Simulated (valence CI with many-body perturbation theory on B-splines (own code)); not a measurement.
**Questions on Pd⁷⁺**

Method: relativistic CI+MBPT: three valence electrons over a frozen Dirac-Fock core [Kr], radial functions for each j: 7 s, 7 p, 8 d, 6 f, 4 g, 1 h, with the one-electron correlation potential Σ1, the two-electron term Σ2, the three-electron term Σ3, Breit, model QED; selected CI, second order for the rest, scaled by the run's own slope (own B-spline code, finite nucleus).

No measured levels were compared; by estimate terms of the open shell hold to 2 to 4 % of their energy, and close levels can change places; different configurations can be misplaced against each other by 1,000 to 8,000 cm⁻¹. Only levels of the ground parity were solved; by the run's estimate the other parity begins above the list, which can be wrong where configurations are misplaced.

Names give the largest LS component (configuration and term), which can be under half, so a name can repeat, a term be missing and a line seem to break the LS rules; names also repeat where a configuration has a term twice.

Rates and lifetimes use the calculated energies. Strong lines usually hold to 10 to 20 %, long lifetimes can be off by a factor of two.

**Question.** What is the ground level?

**Answer.** 4d3 4F_3/2, composition 96 % 4d3 4F + 3 % 4d3 2D, g = 0.413.

**Question.** Name the longest-lived excited levels whose lifetime is computed, and their main decay.

**Answer.** 4d3 4P_1/2 at 17249 cm⁻¹ lives 4.54 s, mostly by M1 to 4d3 4F_3/2; 4d3 4F_9/2 at 8126 cm⁻¹ lives 1.66 s, mostly by M1 to 4d3 4F_7/2; 4d3 4F_5/2 at 2467 cm⁻¹ lives 1.58 s, mostly by M1 to 4d3 4F_3/2.

**Question.** How is the term 4F of the ground level split?

**Answer.** J = 3/2 at 0.0, J = 5/2 at 2467, J = 7/2 at 5276, J = 9/2 at 8126 cm⁻¹.

**Question.** How well does LS coupling describe the low levels?

**Answer.** Among the lowest 20 levels the leading LS term, summed over configurations, holds 87 % on average. For single configurations the figures are 87 % in LS and 69 % in jj coupling. Terms mix most in the J = 3/2 level at 25107 cm⁻¹, where the leading one holds 53 %.

**Question.** What is the ionisation energy?

**Answer.** 121.2 eV; NIST lists 120 ± 2.1 eV (theoretical).
